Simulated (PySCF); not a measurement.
Input of a run (PBE0-D3(BJ)/def2-SVP geometry optimisation, gas phase (PySCF 2.14.0)), started from GFN2-xTB:
```
{"job": {"xc": "PBE0", "basis": "def2-SVP", "d3": "d3bj", "grid": 1, "kind": "geom"}, "charge": 0, "multiplicity": 1}
N      2.470054    -2.014162    -1.360714
C      2.028366    -1.022712    -1.002250
C      1.457981     0.219025    -0.536280
C      1.270508     0.183676     0.988172
C     -0.029267    -0.605083     1.204233
C     -0.778615    -0.579338    -0.145724
C     -2.226529    -0.135365     0.011173
F     -2.859470    -0.119212    -1.187470
F     -2.305307     1.130479     0.492853
C      0.021522     0.369980    -1.048550
H      2.106992     1.037781    -0.859192
H      1.159526     1.205413     1.351706
H      2.117606    -0.273810     1.497482
H     -0.628846    -0.149422     1.992088
H      0.185743    -1.632425     1.495385
H     -0.800540    -1.578646    -0.589476
H     -2.807377    -0.783149     0.686506
H     -0.307028     1.399113    -0.893602
H     -0.085123     0.122475    -2.103803
```

Output (energies in Eh, forces in Eh/bohr):
```
step   0  E = -525.64427607  max force = 0.033310
step   1  E = -525.64619460  max force = 0.002753
step   2  E = -525.64632652  max force = 0.001330
step   3  E = -525.64636649  max force = 0.000608
step   4  E = -525.64638739  max force = 0.000592
step   5  E = -525.64639909  max force = 0.001115
step   6  E = -525.64640449  max force = 0.000918
step   7  E = -525.64641850  max force = 0.000433
optimisation converged
```

**Question.** Summarise the run.

**Answer.** The energy falls by 5.6 kJ/mol over 8 energy and gradient evaluations, the largest force component goes from 0.0333 to 4.3e-04 Eh/bohr, and the atoms move by 0.127 Å rms after alignment. The bond that changes most is C2–C3 (nitrile carbon to sp3 carbon next to a nitrile), which lengthens by 0.019 Å. Bonds longer at the end by more than 0.005 Å: 11 of 19; shorter: 1. Among the dihedrals that turn most is H12–C4–C5–H14, from -22° to -34°. The energy never rose by more than 1e-6 Eh on the way. The first step brought 90 % of the lowering.

**Question.** What are the final bond lengths?

**Answer.** N1≡C2 1.158 Å, C2–C3 1.463 Å, C3–C4 1.537 Å, C4–C5 1.532 Å, C5–C6 1.549 Å, C6–C7 1.509 Å, C7–F8 1.353 Å, C7–F9 1.358 Å, C6–C10 1.538 Å, C3–C10 1.535 Å, C3–H11 1.101 Å, C4–H12 1.101 Å, C4–H13 1.099 Å, C5–H14 1.100 Å, C5–H15 1.100 Å, C6–H16 1.101 Å, C7–H17 1.105 Å, C10–H18 1.101 Å, C10–H19 1.098 Å. Numbering counts from 1 in the input's order; the species is `C([C@@H]1CC[C@H](C1)C#N)(F)F`.

The run used 185 basis functions and 54 SCF cycles in all.

PBE0-D3(BJ)/def2-SVP frequencies: not computed here. The numbers are those of one conformer.
